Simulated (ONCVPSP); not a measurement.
## Reading a pseudo-wave (Fe)

Columns: radius, all-electron u(r) and pseudo u(r) of the 3d shell (level -7.50 eV) of iron in the configuration [Ne] 3s2 3p6 3d6 4s2; PBE, scalar-relativistic, ONCV scheme, ONCVPSP 4.0.1.

```json
{"r (bohr)": "0.093", "all-electron": "0.0589", "pseudo": "0.0050"}
{"r (bohr)": "0.185", "all-electron": "0.2450", "pseudo": "0.0376"}
{"r (bohr)": "0.278", "all-electron": "0.4674", "pseudo": "0.1177"}
{"r (bohr)": "0.370", "all-electron": "0.6559", "pseudo": "0.2483"}
{"r (bohr)": "0.463", "all-electron": "0.7929", "pseudo": "0.4216"}
{"r (bohr)": "0.555", "all-electron": "0.8761", "pseudo": "0.6109"}
{"r (bohr)": "0.648", "all-electron": "0.9155", "pseudo": "0.7915"}
{"r (bohr)": "0.740", "all-electron": "0.9210", "pseudo": "0.9331"}
{"r (bohr)": "0.833", "all-electron": "0.9035", "pseudo": "1.0213"}
{"r (bohr)": "0.925", "all-electron": "0.8716", "pseudo": "1.0485"}
{"r (bohr)": "1.018", "all-electron": "0.8306", "pseudo": "1.0220"}
{"r (bohr)": "1.110", "all-electron": "0.7856", "pseudo": "0.9570"}
{"r (bohr)": "1.203", "all-electron": "0.7383", "pseudo": "0.8702"}
{"r (bohr)": "1.295", "all-electron": "0.6917", "pseudo": "0.7800"}
{"r (bohr)": "1.388", "all-electron": "0.6457", "pseudo": "0.6960"}
{"r (bohr)": "1.480", "all-electron": "0.6021", "pseudo": "0.6258"}
{"r (bohr)": "1.573", "all-electron": "0.5603", "pseudo": "0.5687"}
{"r (bohr)": "1.665", "all-electron": "0.5215", "pseudo": "0.5233"}
{"r (bohr)": "1.758", "all-electron": "0.4847", "pseudo": "0.4848"}
{"r (bohr)": "1.850", "all-electron": "0.4508", "pseudo": "0.4507"}
{"r (bohr)": "1.943", "all-electron": "0.4189", "pseudo": "0.4189"}
{"r (bohr)": "2.035", "all-electron": "0.3896", "pseudo": "0.3896"}
{"r (bohr)": "2.128", "all-electron": "0.3621", "pseudo": "0.3621"}
{"r (bohr)": "2.220", "all-electron": "0.3369", "pseudo": "0.3369"}
{"r (bohr)": "2.313", "all-electron": "0.3132", "pseudo": "0.3132"}
{"r (bohr)": "2.405", "all-electron": "0.2915", "pseudo": "0.2915"}
```

Task: How many radial nodes do the two functions have?

Result: The all-electron 3d function has n − l − 1 = 0; the pseudo-wave has 0.

Task: At about which radius was the pseudo-wave matched?

Result: 1.85 bohr, where the columns begin to agree (steps of 0.09 bohr).

Task: Where does each function peak?

Result: Outermost all-electron maximum near 0.74 bohr, pseudo maximum near 0.93 bohr (to the table’s step).

Task: Is the pseudo-wave norm-conserving?

Result: Yes: the ONCV scheme keeps the norm inside the radius equal to the all-electron one, which fixes the energy derivative of the logarithmic derivative at the level.
